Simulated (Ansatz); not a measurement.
Compare A (`C=C[Si](C)(F)Cl`) with its isomer B (`C=CC[SiH](F)Cl`).

Computed with Ansatz on PBE0-D4/def2-TZVP structures; ΔE is electronic, products minus reactants. CCSD(T)/CBS is the MP2 limit (def2-TZVPP, def2-QZVPP) plus CCSD(T) − MP2 in def2-TZVPP, frozen cores. DFT in def2-TZVPP. B3LYP here is the variant with VWN-RPA as its local correlation; programs differ in this. One conformer a species, not always the lowest.

A:

Z-matrix (Å, degrees):
```
Si
C 1 1.843
F 1 1.597 2 108.7
C 1 1.846 2 114.6 3 -122.2
Cl 1 2.053 2 108.7 3 114.7
C 2 1.330 1 122.7 3 122.8
H 2 1.089 1 118.7 3 -57.7
H 4 1.093 1 110.8 2 60.1
H 4 1.092 1 111.1 2 -61.0
H 4 1.092 1 109.7 2 179.5
H 6 1.086 2 122.2 1 179.7
H 6 1.086 2 122.0 1 -0.2
```

B:

```xyz
12

C     1.814   -0.474    0.836
C     0.555   -0.785    0.558
C    -0.154   -0.434   -0.707
Si   -1.303    1.006   -0.451
F    -2.072    1.320   -1.812
Cl   -2.707    0.545    0.962
H     2.261   -0.736    1.788
H     2.444    0.047    0.122
H    -0.038   -1.305    1.307
H    -0.746   -1.275   -1.084
H     0.554   -0.146   -1.491
H    -0.607    2.237   -0.026
```

Q: Which is lower in electronic energy at CCSD(T)/CBS, and by how much? (An estimate is asked.)

A: The calculation gave: A, by 46.9 kJ/mol.

Q: Give E(B) − E(A) in kJ/mol with MP2/def2-TZVPP, CCSD(T)/def2-TZVPP, PBE-D4, B2PLYP, B3LYP-D4, r2SCAN-D4, CCSD/def2-TZVPP. (Best estimate.)

A: Ansatz gave: MP2/def2-TZVPP 45.6, CCSD(T)/def2-TZVPP 46.0, PBE-D4 44.3, B2PLYP 45.7, B3LYP-D4 46.5, r2SCAN-D4 48.0, CCSD/def2-TZVPP 45.7. None reverses the order clearly.

Largest T1 diagnostic: 0.011.
